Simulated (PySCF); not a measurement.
These are PBE-D3(BJ)/def2-TZVP // PBE0-D3(BJ)/def2-TZVP (PySCF) values and carry that method's errors. All species are isolated molecules in the gas phase. One relaxed conformer stands for a flexible species; it need not be the lowest. 

Reference species (SMILES): `[OH][Ga]([OH])[SiH3]` (H–O–Ga–Si torsion -179°, Si–Ga–O–H torsion -1°) (neutral, multiplicity 1).

```yaml
HOMO–LUMO gap: 5.06 eV
LUMO: -1.85 eV
```

Changed species: `[OH][Ga]([OH])[OH]` (0 of 3 OH replaced by SiH3; the reference has 1 of 3 OH replaced by SiH3).

**Question.** Give the shifts of the HOMO–LUMO gap and LUMO.

**Answer.** the HOMO–LUMO gap increases by 0.32 eV, to 5.38 eV; the LUMO stays essentially unchanged.
